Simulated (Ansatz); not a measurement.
The inner images of a band of F6Mo + H4OSi (13 atoms, charge 0, multiplicity 1) are given out of order.

Method: RKS PBE/def2-SVP in Ansatz.

Initial state:

```xyz
13
Properties=species:S:1:pos:R:3
Mo -0.474 -0.232 -0.460
F -0.461 -0.141 1.388
F 1.365 -0.306 -0.492
F -0.440 1.603 -0.568
F -2.318 -0.191 -0.436
F -0.536 -2.073 -0.355
F -0.512 -0.343 -2.299
O 1.751 1.609 1.845
Si 3.397 1.417 2.166
H 3.766 -0.028 2.391
H 4.109 1.944 0.958
H 3.825 2.197 3.384
H 1.145 1.224 2.503
```

Final state:

```xyz
13
Properties=species:S:1:pos:R:3
Mo 0.368 0.166 -0.539
F 0.406 0.653 3.093
F 1.470 0.147 -2.018
F -0.032 1.954 -0.829
F -0.866 0.155 0.917
F 0.633 -1.652 -0.289
F -1.091 -0.259 -1.606
O 1.703 0.591 0.622
Si 2.826 1.033 1.871
H 2.947 -0.107 2.827
H 4.100 1.210 1.095
H 2.388 2.330 2.466
H -0.236 0.459 2.415
```

Put them in order from the first end to the last, with their energies above the first end.
A.
```xyz
13
Properties=species:S:1:pos:R:3
Mo 0.330 0.137 -0.340
F -0.727 0.818 3.053
F 2.024 0.128 -1.136
F 0.058 1.908 -0.815
F -1.363 0.127 0.376
F 0.481 -1.649 0.126
F -0.266 -0.376 -2.014
O 1.249 0.656 1.205
Si 2.894 0.967 1.670
H 3.655 -0.302 1.446
H 3.383 2.090 0.809
H 2.845 1.346 3.115
H 0.054 0.828 2.531
```
B.
```xyz
13
Properties=species:S:1:pos:R:3
Mo -0.313 -0.092 -0.394
F -0.391 0.366 1.401
F 1.380 0.596 -0.607
F -1.033 1.558 -0.780
F -1.986 -0.857 -0.251
F 0.461 -1.694 0.088
F -0.335 -0.545 -2.179
O 1.778 1.993 1.824
Si 3.187 1.100 2.087
H 2.918 -0.385 2.079
H 4.120 1.457 0.972
H 3.815 1.447 3.411
H 1.017 1.737 2.374
```
C.
```xyz
13
Properties=species:S:1:pos:R:3
Mo -0.026 0.168 -0.149
F -1.008 0.409 1.442
F 1.669 0.405 -0.895
F -0.385 1.985 -0.272
F -1.302 -1.168 -0.337
F 0.885 -1.231 0.692
F -0.466 0.250 -1.953
O 1.331 1.217 1.460
Si 2.982 0.863 1.865
H 3.132 -0.565 2.284
H 3.798 1.196 0.663
H 3.286 1.777 3.016
H 0.722 1.375 2.211
```
D.
```xyz
13
Properties=species:S:1:pos:R:3
Mo 0.360 0.184 -0.466
F 0.051 0.711 3.142
F 1.715 -0.024 -1.709
F 0.022 1.914 -1.036
F -1.075 0.368 0.754
F 0.527 -1.580 0.087
F -0.829 -0.419 -1.758
O 1.564 0.741 0.781
Si 2.940 0.992 1.792
H 3.512 -0.372 2.019
H 3.851 1.846 0.963
H 2.519 1.674 3.048
H -0.541 0.646 2.409
```
E.
```xyz
13
Properties=species:S:1:pos:R:3
Mo 0.155 0.161 -0.046
F -0.861 0.641 1.864
F 1.959 0.162 -0.647
F -0.086 1.953 -0.416
F -1.667 -0.102 -0.261
F 0.286 -1.541 0.654
F 0.068 -0.382 -1.814
O 1.290 0.769 1.534
Si 2.994 0.992 1.689
H 3.698 -0.311 1.478
H 3.455 2.055 0.742
H 3.139 1.448 3.111
H 0.187 0.836 2.136
```

B (+0.02 eV), C (+0.03 eV), E (+0.41 eV), A (+0.07 eV), D (-0.20 eV).

Run time: 8.5 min on 4 threads of Arm Neoverse V2 (shared host), peak memory 0.3 GiB.
